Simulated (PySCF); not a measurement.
Finite-field polarisability of Pd (palladium, neutral)

[Kr] 4d10, closed-shell 1S. Calculation: PySCF 2.14, in aug-cc-pwCVDZ-PP with ECP28MDF (6s6p5d3f, 70 functions); scalar relativity through the core potential. Frozen: 4s2 4p6. Energy changes in a uniform field (μhartree):

```json
{"axis": "x", "F (au)": "0.0034", "HF": "-101.170", "MP2": "-125.117", "CCSD": "-113.736", "CCSD(T)": "-122.058"}
{"axis": "x", "F (au)": "0.0068", "HF": "-405.440", "MP2": "-502.115", "CCSD": "-456.265", "CCSD(T)": "-490.063"}
```

Problem. Derive α along x at CCSD(T) from the two fields.

Solution. With ΔE = −αF²/2 − γF⁴/24, α = −(16 ΔE(F) − ΔE(2F))/(6F²) = 21.09 bohr³.

Problem. And the mean polarisability at each level?

Solution. HF 17.49, MP2 21.62, CCSD 19.66, CCSD(T) 21.09 bohr³. Reference: 26.14 ± 0.1 bohr³ (recommended; Schwerdtfeger and Nagle, table of static dipole polarizabilities (2023 update)).

CCSD(T) lies more than 5 % below the reference, which points to too few diffuse and polarisation functions.

A double-zeta set is small for polarisabilities.
